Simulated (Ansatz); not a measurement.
C₂H₈B₂O (`CCBBO`) at its PBE0-D4/def2-TZVP geometry, where that method's forces vanish. Charge 0, multiplicity 1.

```tsv
atom	x (Å)	y (Å)	z (Å)
C1	1.2233	-0.2548	1.0538
C2	0.0452	-1.0731	0.5415
B3	-0.9475	-0.4048	-0.4615
B4	-0.9910	1.2353	-0.8359
O5	-0.3916	1.8782	-1.8730
H6	0.8851	0.6675	1.5337
H7	1.8895	0.0349	0.2366
H8	1.8236	-0.8044	1.7833
H9	-0.5975	-1.3913	1.3809
H10	0.3792	-2.0331	0.1230
H11	-1.8023	-1.1263	-0.9141
H12	-1.6344	1.9680	-0.1196
H13	0.1184	1.3038	-2.4488
```

Question: For each bond, give half the difference of the two atoms' forces along it (eV/Å; positive pushes the atoms apart) under PBE-D4, r2SCAN-D4, B3LYP-D4, ωB97M-V in def2-TZVPP. (Estimate.)

Answer: The calculation gave: 
| bond | length (Å) | PBE-D4 | r2SCAN-D4 | B3LYP-D4 | ωB97M-V |
| --- | --- | --- | --- | --- | --- |
| C1–C2 | 1.523 | 0.02 | 0.15 | 0.23 | 0.20 |
| C1–H6 | 1.093 | 0.10 | -0.04 | -0.07 | -0.07 |
| C1–H7 | 1.093 | 0.11 | -0.03 | -0.06 | -0.07 |
| C1–H8 | 1.093 | 0.10 | -0.04 | -0.07 | -0.08 |
| C2–B3 | 1.561 | -0.04 | 0.00 | 0.05 | 0.04 |
| C2–H9 | 1.104 | 0.16 | -0.02 | -0.08 | -0.10 |
| C2–H10 | 1.099 | 0.15 | -0.02 | -0.08 | -0.10 |
| B3–B4 | 1.683 | -0.31 | -0.16 | -0.04 | 0.03 |
| B3–H11 | 1.207 | 0.12 | 0.00 | -0.12 | -0.15 |
| B4–O5 | 1.360 | 0.39 | 0.24 | 0.18 | 0.19 |
| B4–H12 | 1.210 | 0.09 | -0.02 | -0.15 | -0.18 |
| O5–H13 | 0.960 | 0.39 | 0.00 | -0.02 | -0.10 |

B3LYP here is the variant with VWN-RPA as its local correlation; programs differ in this.

Computed with Ansatz.
